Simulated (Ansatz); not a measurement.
Geometry optimisation, Ansatz, RKS B3LYP-D4/def2-SVP.

Input:

```yaml
crystal:
  periodic: [false, false, false]
  atoms:
    - { symbol: Ge, position_ang: [-0.153542, -0.05233, -0.941586] }
    - { symbol: C, position_ang: [1.474456, 0.026404, 1.764451] }
    - { symbol: H, position_ang: [0.401872, -0.208353, 1.659664] }
    - { symbol: H, position_ang: [1.948475, -0.780019, 2.341131] }
    - { symbol: H, position_ang: [1.574435, 0.985329, 2.290617] }
    - { symbol: H, position_ang: [1.981, 0.100735, 0.784319] }
    - { symbol: H, position_ang: [-0.983623, 1.106592, -0.208448] }
    - { symbol: H, position_ang: [-1.030572, -1.178357, -0.208947] }
basis:
  gaussian: { orbitals: def2-SVP }
hamiltonian:
  xc: b3lyp
  dispersion: d4
relax:
  f_tol: 0.03
  max_steps: 50
output:
  orbitals: {}
```

Launched with:

```bash
$ ansatz run input.yaml --threads 1 --pin off --max-ram 2048MiB --backend cpu --events-out ev --progress --plain --runs-dir out
```

Problem. Where does it end, and by what steps?

Solution. The run converged. The force dipped under the threshold on the way, but the program's further checks kept it going. After 11 steps the energy has fallen by 0.012 eV; H6 moved furthest, 0.39 Å.

```
step  energy less start (eV)  largest force component (eV/Å)  accepted
   0                  0.0000                           0.114       yes
   1                  0.0020                           0.121        no
   2                 -0.0043                           0.030       yes
   3                 -0.0057                           0.109       yes
   4                 -0.0054                           0.334        no
   5                 -0.0086                           0.020       yes
   6                 -0.0104                           0.061       yes
   7                 -0.0060                           0.230        no
   8                 -0.0118                           0.016       yes
   9                 -0.0120                           0.034       yes
  10                 -0.0119                           0.025        no
  11                 -0.0122                           0.011       yes
```

```xyz
8
Properties=species:S:1:pos:R:3
Ge -0.015 -0.022 -0.942
C 1.379 0.021 1.776
H 0.313 -0.163 1.965
H 1.979 -0.797 2.197
H 1.673 0.985 2.211
H 1.604 0.063 0.687
H -0.883 1.100 -0.198
H -0.838 -1.188 -0.215
```

Whether the end is a true minimum wasn't checked by a vibrational analysis.

The run took 28 s on 1 thread of Arm Neoverse V1, with other jobs on the host, peak memory 0.14 GiB.
